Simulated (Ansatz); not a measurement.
Compare A (`[OH][SnH2][CH2][SiH3]`) with its isomer B (`O[CH]([SiH3])[SnH3]`).

Program: Ansatz. Geometries: PBE0-D4/def2-TZVP. ΔE: electronic, gas phase. CBS: MP2 limit from def2 TZ/QZ plus the TZ coupled-cluster correction, frozen cores. Functionals use def2-TZVPP. def2 core potentials past Kr. For Sn outer-core shells are correlated without core-valence functions, which leaves a few kJ/mol of doubt a bond. Each species was taken in one conformer, which may not be the lowest.

A:

Z-matrix (Å, degrees):
```
Sn
C 1 2.145
O 1 1.971 2 106.9
H 1 1.713 2 111.3 3 -118.7
H 1 1.703 2 113.1 3 112.8
Si 2 1.864 1 113.0 3 64.8
H 2 1.093 1 106.4 3 -56.9
H 2 1.094 1 108.4 3 -172.6
H 3 0.960 1 113.1 2 -62.3
H 6 1.488 2 109.9 1 65.7
H 6 1.488 2 112.4 1 -173.4
H 6 1.490 2 110.0 1 -52.9
```

B:

Z-matrix (Å, degrees):
```
C
Si 1 1.879
Sn 1 2.183 2 111.0
O 1 1.423 2 108.6 3 -122.6
H 1 1.100 2 108.0 3 116.2
H 2 1.486 1 110.3 3 61.2
H 2 1.489 1 107.1 3 -57.3
H 2 1.487 1 111.8 3 -177.1
H 3 1.714 1 105.1 2 -160.8
H 3 1.706 1 111.1 2 -42.8
H 3 1.709 1 111.9 2 80.3
H 4 0.961 1 109.3 2 -177.2
```

Task: Which isomer does CCSD(T)/CBS put lower? Give the gap. (Best estimate.)

Result: Ansatz gave: A, by 155.0 kJ/mol.

Task: Give E(B) − E(A) in kJ/mol with MP2/def2-TZVPP, ωB97M-V, CCSD(T)/def2-TZVPP, PBE0-D4, CCSD/def2-TZVPP, r2SCAN-D4, PBE-D4. (Best estimate.)

Result: The calculation gave: MP2/def2-TZVPP 158.2, ωB97M-V 144.4, CCSD(T)/def2-TZVPP 148.1, PBE0-D4 139.8, CCSD/def2-TZVPP 148.3, r2SCAN-D4 146.6, PBE-D4 135.9. None reverses the order clearly.

Largest T1 diagnostic: 0.013.

From PBE to PBE0 (25 % exact exchange), in def2-TZVPP and without D4, E(B) − E(A) moves by +3.7 kJ/mol.
